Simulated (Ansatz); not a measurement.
A calculation with Ansatz (development build ahead of 0.2.0).

```yaml
crystal:
  periodic: [false, false, false]
  atoms:
    - { symbol: Cu, position_ang: [0.0, 0.0, 0.0] }
    - { symbol: P, position_ang: [0.0, 0.0, 5.497] }
basis:
  gaussian: { orbitals: pcseg-2 }
total_charge: 1
magnetization:
  spin_polarized: true
  initial_magnetization: 3
hamiltonian:
  xc: pbe0
```

The input is written out in the form of the current development build from the run's settings.

The run gave:

```json
{"Converged": "yes", "Total energy": "-1981.14006 hartree", "Spin squared of the determinant": "3.750", "Stability test": "minimum"}
```

Caution: charge can spread falsely over distant fragments.
